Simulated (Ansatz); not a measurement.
Si(OSiH3)2(F)2 (F₂H₆O₂Si₃), SMILES F[Si](F)(O[SiH3])O[SiH3].

Coordinates come from a r2SCAN-D4/def2-SVP optimisation. One conformer was computed; it need not be the lowest.

Two levels are set side by side: PBE/def2-SVPD (Ansatz, an electronic-structure program) and CAM-B3LYP/def2-SVPD (Ansatz). Energy differences of separate SCF runs at the same geometry; the states with an electron removed or added have multiplicity 2 and 2. Differences are taken from unrounded values.

| quantity | CAM-B3LYP |
|---|---|
| vertical ionisation energy (eV) | 11.62 |
| vertical singlet–triplet gap (eV) | 7.59 |

Q: What does PBE give, and how far is it from CAM-B3LYP? (The exact figures need the calculation; the answer reports its results.)

A: 
| quantity | PBE | PBE minus CAM-B3LYP |
|---|---|---|
| vertical ionisation energy (eV) | 10.41 | -1.20 |
| vertical singlet–triplet gap (eV) | 6.43 | -1.17 |
